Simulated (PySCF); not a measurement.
# Dipole moment and polarisability of `C=C(OC)S(C)(=O)=O`

Species: C4H8O3S.
SMILES with atom numbers: `[CH2:1]=[C:2]([O:3][CH3:4])[S:5]([CH3:6])(=[O:7])=[O:8]` (hydrogens: H9, H10 on C1; H11, H12, H13 on C4; H14, H15, H16 on C6)

Cartesian coordinates in Å at the GFN2-xTB level; atoms count from 1:
```
atom  x, y, z in Å
C1     0.5141   -1.7324    0.8356
C2     0.0462   -0.5285    0.5681
O3    -0.9527   -0.1206   -0.2371
C4    -1.7420   -1.1286   -0.8466
S5     0.7360    0.9235    1.4149
C6     0.9700    2.1265    0.0803
O7     2.0186    0.5651    1.9555
O8    -0.2564    1.4240    2.3236
H9     0.1340   -2.6446    0.4093
H10    1.3379   -1.8032    1.5207
H11   -2.5170   -0.6064   -1.4032
H12   -1.1401   -1.7347   -1.5293
H13   -2.1976   -1.7745   -0.0921
H14    1.3038    3.0538    0.5282
H15    0.0170    2.2584   -0.4136
H16    1.7206    1.7311   -0.5909
```

Level: PBE0/def2-SVPD (PySCF), static field, nuclei fixed, core orbitals frozen in the response. The polarisability tensor in these axes (au):

```
x   76.68  1.93  8.44
y    1.93 90.72  0.52
z    8.44  0.52 74.43
```

Problem. Give the principal values, the mean and the anisotropy Δα = √{½[(α1 − α2)² + (α2 − α3)² + (α1 − α3)²]}.

Solution. Principal values 67.01, 83.62 and 91.20 au; mean 80.61 au = 11.95 Å³ = 13.29 × 10⁻⁴⁰ C²·m²/J; Δα = 21.43 au (27 % of the mean).

Problem. What is the dipole moment, and where does it point?

Solution. (-1.53, -1.67, -5.00) D, 5.49 D in size, pointing from the negative to the positive side. Measured along this direction, the outermost atoms are O7 and O8 at the negative end and H12 and H11 at the positive end.

Problem. Give the principal axes and the span of the nuclei along them.

Solution. Largest value along (0.21, 0.97, 0.13), where the nuclei span 5.78 Å; middle along (0.72, -0.24, 0.65), 5.17 Å; least along (-0.66, 0.04, 0.75), 3.48 Å. The response follows the extents in order.

Problem. Refractivity n − 1 of an ideal gas of it at 350 K and 1 atm, from the electronic α?

Solution. N = p/kT = 2.0968 × 10¹⁹ cm⁻³, so n − 1 = 2π × N × 11.95 × 10⁻²⁴ cm³ = 1574 × 10⁻⁶ at long wavelengths.

Problem. Traceless (Buckingham) quadrupole moment about the centre of nuclear charge: eigenvalues?

Solution. -10.08, -4.09, 14.17 D·Å. The values depend on the origin, since the dipole doesn't vanish. The electronic extent ⟨r²⟩ about the same centre is 1135 bohr², a root-mean-square distance of 2.10 Å for the 72 electrons.

Problem. Find the Langevin capture rate constant for NO+ (29.998 u) meeting this molecule (136.019 u), k = 2.342 × 10⁻⁹ cm³/s × √(α in Å³ / reduced mass in u).

Solution. The reduced mass is 24.58 u, so k = 1.63 × 10⁻⁹ cm³/s. The formula leaves out the permanent dipole, which adds to the capture rate.

One conformer (not necessarily the lowest) at the GFN2-xTB geometry, without solvent, vibrations or thermal averaging.
